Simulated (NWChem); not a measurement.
Everything below was run with NWChem. System: H2Zn, charge 0, spin multiplicity 1, at a geometry optimised with PBE0/def2-SVP. The structure started from a generated list of species. Level: EOM-CCSD/def2-SVPD, 9 core orbitals frozen.

Job file:

```
start mol
memory heap 100 mb stack 700 mb global 1900 mb
geometry units angstroms nocenter noautoz
  Zn     0.000000     0.000000     0.000000
  H      0.000000     0.000000     1.550121
  H      0.000000     0.000000    -1.550121
  symmetry group D2h
end
basis spherical
  * library def2-svpd
end
scf
  rhf
  nopen 0
  maxiter 100
  thresh 1e-7
  semidirect memsize 60000000 filesize 0
end
tce
  freeze core 9
  ccsd
  nroots 1
  2eorb
  2emet 13
  thresh 1e-5
  maxiter 200
  tilesize 24
end
task tce energy
```

NWChem printed:

```
             Northwest Computational Chemistry Package (NWChem) 7.3.0
             --------------------------------------------------------

                                NWChem Input Module
                                -------------------

 Scaling coordinates for geometry "geometry" by  1.889725989
 (inverse scale =  0.529177249)

 Turning off AUTOSYM since
 SYMMETRY directive was detected!

                             Geometry "geometry" -> ""
                             -------------------------

 Output coordinates in angstroms (scale by  1.889725989 to convert to a.u.)

  No.       Tag          Charge          X              Y              Z
 ---- ---------------- ---------- -------------- -------------- --------------
    1 Zn                  30.0000     0.00000000     0.00000000     0.00000000
    2 H                    1.0000     0.00000000     0.00000000     1.55012100
    3 H                    1.0000     0.00000000     0.00000000    -1.55012100

 Effective nuclear repulsion energy (a.u.)      20.6533706494

            Nuclear Dipole moment (a.u.)
            ----------------------------
        X                 Y               Z
 ---------------- ---------------- ----------------
     0.0000000000     0.0000000000     0.0000000000

      Symmetry information
      --------------------

 Group name             D2h
 Group number             26
 Group order               8
 No. of unique centers     2

      Symmetry unique atoms

     1    2


 Summary of "ao basis" -> "" (spherical)
 ------------------------------------------------------------------------------
       Tag                 Description            Shells   Functions and Types
 ---------------- ------------------------------  ------  ---------------------
 *                         def2-svpd                  on all atoms

 Summary of "ao basis" -> "ao basis" (spherical)
 ------------------------------------------------------------------------------
       Tag                 Description            Shells   Functions and Types
 ---------------- ------------------------------  ------  ---------------------
[...]
   0.0000822546929   0.2231120125649    6.07119     0.6     0.6

 Iteration  11 using   11 trial vectors
   0.0000312410215   0.2231121902923    6.07119     0.6     0.6

 Iteration  12 using   12 trial vectors
   0.0000122474828   0.2231120863392    6.07119     0.6     0.6

 Iteration  13 using   13 trial vectors
   0.0000041951908   0.2231120210520    6.07119     0.6     0.6
 --------------------------------------------------------------
 Iterations converged
 ------------------

 Excited state root  1
 Excitation energy / hartree =        0.223112021051977
                   / eV      =        6.071189579516883
 largest EOMCCSD amplitudes: R1 and R2

 Singles contributions
    17b2u (alpha) ---    16b1u (alpha)        0.8974671557
    22b2u (alpha) ---    16b1u (alpha)       -0.2311534118

 Doubles contributions
    19ag  (alpha)    17b2u (beta ) ---    16b1u (alpha)    15ag  (beta )       -0.1134463774
    17b2u (alpha)    19ag  (beta ) ---    15ag  (alpha)    16b1u (beta )       -0.1134463774

 =========================================
 Excited-state calculation ( b3u symmetry)
 =========================================
 Dim. of EOMCC iter. space      500

 EOMCCSD SOLVER TYPE  1
  maxdiff =   0.51305601146456592

 No. of initial right vectors    1

 EOM-CCSD right-hand side iterations
 --------------------------------------------------------------
      Residuum       Omega / hartree  Omega / eV    Cpu    Wall
 --------------------------------------------------------------

 Iteration   1 using    1 trial vectors
   0.3599799429344   0.3729534311034   10.14858     0.8     0.8

 Iteration   2 using    2 trial vectors
   0.1646486402521   0.3206522804138    8.72540     0.6     0.6

 Iteration   3 using    3 trial vectors
   0.0647770862507   0.3131295201558    8.52069     0.6     0.6

 Iteration   4 using    4 trial vectors
   0.0416404891812   0.3109175605137    8.46050     0.6     0.6

 Iteration   5 using    5 trial vectors
   0.0166024796754   0.3096352423443    8.42561     0.6     0.6

 Iteration   6 using    6 trial vectors
   0.0105095387449   0.3092579350077    8.41534     0.6     0.6

 Iteration   7 using    7 trial vectors
   0.0053899956996   0.3091216467717    8.41163     0.6     0.6

 Iteration   8 using    8 trial vectors
   0.0025666433302   0.3090327748773    8.40921     0.6     0.6

 Iteration   9 using    9 trial vectors
   0.0015773833066   0.3090324922698    8.40921     0.6     0.6

 Iteration  10 using   10 trial vectors
   0.0005748714308   0.3090390090669    8.40938     0.6     0.6

 Iteration  11 using   11 trial vectors
   0.0002225089127   0.3090351273655    8.40928     0.6     0.6

 Iteration  12 using   12 trial vectors
   0.0001006279388   0.3090353098089    8.40928     0.6     0.6

 Iteration  13 using   13 trial vectors
   0.0000433125100   0.3090349167830    8.40927     0.6     0.6

 Iteration  14 using   14 trial vectors
   0.0000246831000   0.3090347602248    8.40927     0.6     0.6

 Iteration  15 using   15 trial vectors
   0.0000116240400   0.3090348089442    8.40927     0.6     0.6

 Iteration  16 using   16 trial vectors
   0.0000059227607   0.3090348509649    8.40927     0.5     0.5
 --------------------------------------------------------------
 Iterations converged
 ------------------

 Excited state root  1
 Excitation energy / hartree =        0.309034850964893
                   / eV      =        8.409269738310165
 largest EOMCCSD amplitudes: R1 and R2

 Singles contributions
    18b3u (alpha) ---    15ag  (alpha)        0.9149234256
    23b3u (alpha) ---    15ag  (alpha)       -0.1517977836

 Doubles contributions
    19ag  (alpha)    18b3u (beta ) ---    16b1u (alpha)    16b1u (beta )       -0.1075753886
    18b3u (alpha)    19ag  (beta ) ---    16b1u (alpha)    16b1u (beta )       -0.1075753886

 Task  times  cpu:       87.1s     wall:       87.1s

 Total times  cpu:       87.1s     wall:       87.1s
```
